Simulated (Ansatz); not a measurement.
`[Br][In]([Br])[Br]` and `[OH][In]([Br])[Br]` differ in one atom or group.

Ansatz, PBE0-D4/def2-TZVP geometries, multiplicity 1. Each molecule was computed in one conformer, which needn't be the lowest.

Elements past krypton have def2 core potentials. Scalar relativity is left out up to krypton.

```
                                          property  `[Br][In]([Br])[Br]`
                 LUMO energy (PBE/def2-TZVPP) / eV                 -3.78
              HOMO–LUMO gap (PBE0/def2-TZVPP) / eV                  5.77
size of the dipole moment (ωB97M-V/def2-TZVPP) / D                  0.00
             HOMO–LUMO gap (B3LYP/def2-TZVPP) / eV                  5.20
    size of the dipole moment (PBE/def2-TZVPP) / D                  0.00
           HOMO–LUMO gap (ωB97M-V/def2-TZVPP) / eV                  9.87
```

What does the change do to each property? (Estimate.)

Computed: 
| property | `[OH][In]([Br])[Br]` | shift |
| --- | --- | --- |
| LUMO energy (PBE/def2-TZVPP) / eV | -3.47 | 0.31 |
| HOMO–LUMO gap (PBE0/def2-TZVPP) / eV | 6.07 | 0.30 |
| size of the dipole moment (ωB97M-V/def2-TZVPP) / D | 1.14 | 1.14 |
| HOMO–LUMO gap (B3LYP/def2-TZVPP) / eV | 5.48 | 0.28 |
| size of the dipole moment (PBE/def2-TZVPP) / D | 1.13 | 1.13 |
| HOMO–LUMO gap (ωB97M-V/def2-TZVPP) / eV | 10.18 | 0.31 |

With PBE0 the HOMO rises by 0.05 eV and the LUMO rises by 0.35 eV, so the gap widens by about 0.30 eV. PBE moves the HOMO by 0.06 eV and ωB97M-V by 0.06 eV. The zero-point energy changes by 32.6 kJ/mol with +3 modes.

B3LYP here is the variant with VWN-RPA as its local correlation; programs differ in this.

Spin–orbit coupling is left out; it splits and shifts lone-pair levels of the heavy atoms by tenths of an eV.
